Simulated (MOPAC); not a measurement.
Job for MOPAC: AM1 on H4SiSn (SMILES [SiH3][SnH]), a point of a bond scan (R = 4.764 Å).

```
AM1 1SCF PRECISE CHARGE=0 THREADS=1
H4SiSn

Sn     0.02237086 1     0.53981681 1     0.43431833 1
H     -0.41337285 1     1.51871614 1    -0.98769639 1
Si    -0.03832567 1    -1.60228988 1    -1.15890495 1
H      3.09247702 1    -1.10268265 1    -4.71530633 1
H     -1.38830314 1    -1.75349091 1    -1.76837148 1
H      0.27964234 1    -2.87784461 1    -0.46489888 1
```

Output:

```
*******************************************************************************
 **                                                                           **
 **                              MOPAC v23.2.5                                **
 **                                                                           **
 *******************************************************************************
 ** MOPAC's Digital Object Identifier: https://doi.org/10.5281/zenodo.6511958 **
 **                                                                           **
 ** Please cite the open-source release paper for use of this MOPAC version:  **
 ** J. E. Moussa and J. J. P. Stewart (2026)                                  **
 ** MOPAC: An open-source semiempirical molecular orbital program             **
 ** J. Open Source Softw., 11(119), 8025, https://doi.org/10.21105/joss.08025 **
 *******************************************************************************

                              AM1 CALCULATION RESULTS

 *******************************************************************************
 *  AM1        - The AM1 Hamiltonian to be used
 *
 *
 *
 *                 CHARGE ON SYSTEM = 0
 *
 *
 *
 *  PRECISE    - TIGHTER CRITERIA TO BE USED
 *  1SCF       - DO 1 SCF AND THEN STOP
 *  THREADS=1  - MULTI-THREADING NOT USED
 *  T=         - A TIME OF 172800.0 SECONDS REQUESTED
 *  DUMP=N     - RESTART FILE WRITTEN EVERY 7200.0 SECONDS REQUESTED
 *******************************************************************************
AM1 1SCF PRECISE CHARGE=0 THREADS=1
 H4SiSn

   ATOM   CHEMICAL          X               Y               Z
  NUMBER   SYMBOL      (ANGSTROMS)     (ANGSTROMS)     (ANGSTROMS)

     1      Sn          0.02237086  *   0.53981681  *   0.43431833  *
     2       H         -0.41337285  *   1.51871614  *  -0.98769639  *
     3      Si         -0.03832567  *  -1.60228988  *  -1.15890495  *
     4       H          3.09247702  *  -1.10268265  *  -4.71530633  *
     5       H         -1.38830314  *  -1.75349091  *  -1.76837148  *
     6       H          0.27964234  *  -2.87784461  *  -0.46489888  *



          CARTESIAN COORDINATES

    NO.       ATOM           X           Y           Z

     1        Sn          0.0224      0.5398      0.4343
     2         H         -0.4134      1.5187     -0.9877
     3        Si         -0.0383     -1.6023     -1.1589
     4         H          3.0925     -1.1027     -4.7153
     5         H         -1.3883     -1.7535     -1.7684
     6         H          0.2796     -2.8778     -0.4649

  H: (AM1): M.J.S. DEWAR ET AL, J. AM. CHEM. SOC. 107 3902-3909 (1985)
 Si: (AM1): M.J.S.DEWAR, C. JIE, ORGANOMETALLICS, 6, 1486-1490 (1987).
 Sn: (AM1): J. J. P. STEWART, J. MOL. MOD., 10, 155-164 (2004)

           Empirical Formula: H4 Sn Si  =     6 atoms



      MOLECULAR POINT GROUP   :   C1


      RHF CALCULATION, NO. OF DOUBLY OCCUPIED LEVELS = 6



 ALL CONVERGERS ARE NOW FORCED ON
 SHIFT=10, PULAY ON, CAMP-KING ON
 AND ITERATION COUNTER RESET



 -------------------------------------------------------------------------------
 AM1 1SCF PRECISE CHARGE=0 THREADS=1
 H4SiSn



     1SCF WAS SPECIFIED, SO BFGS WAS NOT USED
     SCF FIELD WAS ACHIEVED


                              AM1 CALCULATION
                                                       MOPAC v23.2.5 Linux




          FINAL HEAT OF FORMATION =        197.06552 KCAL/MOL =     824.52213 KJ/MOL


          COSMO AREA              =        144.71 SQUARE ANGSTROMS
          COSMO VOLUME            =        128.67 CUBIC ANGSTROMS

          IONIZATION POTENTIAL    =          6.614114 EV
          HOMO LUMO ENERGIES (EV) =         -6.614 -3.531
          NO. OF FILLED LEVELS    =          6
          MOLECULAR WEIGHT        =        150.8071         POINT GROUP:  C1

          MOLECULAR DIMENSIONS (Angstroms)

            Atom       Atom       Distance
            H     4   Sn     1     6.21627
            H     6    H     2     4.35162
           Sn     1    H     5     2.67051


          SCF CALCULATIONS        =          1





   ATOM   CHEMICAL          X               Y               Z
  NUMBER   SYMBOL      (ANGSTROMS)     (ANGSTROMS)     (ANGSTROMS)

     1      Sn          0.02237086  *   0.53981681  *   0.43431833  *
     2       H         -0.41337285  *   1.51871614  *  -0.98769639  *
     3      Si         -0.03832567  *  -1.60228988  *  -1.15890495  *
     4       H          3.09247702  *  -1.10268265  *  -4.71530633  *
     5       H         -1.38830314  *  -1.75349091  *  -1.76837148  *
     6       H          0.27964234  *  -2.87784461  *  -0.46489888  *

                             CARTESIAN COORDINATES

   1   Sn        0.022370860     0.539816810     0.434318330
   2    H       -0.413372850     1.518716140    -0.987696390
   3   Si       -0.038325670    -1.602289880    -1.158904950
   4    H        3.092477020    -1.102682650    -4.715306330
   5    H       -1.388303140    -1.753490910    -1.768371480
   6    H        0.279642340    -2.877844610    -0.464898880


           Empirical Formula: H4 Sn Si  =     6 atoms



      MOLECULAR POINT GROUP   :   C1


                  EIGENVALUES
 -17.08373 -13.86504 -11.99066  -9.47284  -8.55073  -6.61411  -3.53093  -2.04988
  -0.46219   1.63610   1.91280   2.38890


              NET ATOMIC CHARGES AND DIPOLE CONTRIBUTIONS

  ATOM NO.   TYPE          CHARGE      No. of ELECS.   s-Pop       p-Pop
    1         Sn           0.461628        3.5384     1.94761     1.59076
    2          H          -0.278832        1.2788     1.27883
    3         Si           0.027999        3.9720     1.02981     2.94219
    4          H           0.010418        0.9896     0.98958
    5          H          -0.110484        1.1105     1.11048
    6          H          -0.110730        1.1107     1.11073
 DIPOLE           X         Y         Z       TOTAL
 POINT-CHG.     1.341     1.353     3.080     3.621
 HYBRID        -0.964    -0.888    -2.882     3.166
 SUM            0.377     0.466     0.198     0.631


          ATOMIC ORBITAL ELECTRON POPULATIONS

     Atom    s        px        py        pz
    1 Sn   1.94761   0.20899   0.66099   0.72078
    2  H   1.27883
    3 Si   1.02981   0.88376   1.14465   0.91379
    4  H   0.98958
    5  H   1.11048
    6  H   1.11073

 **********************
 *                    *
 * JOB ENDED NORMALLY *
 *                    *
 **********************




 == MOPAC DONE ==
```

The run finished.

Cost: roughly 0.07 core-seconds.
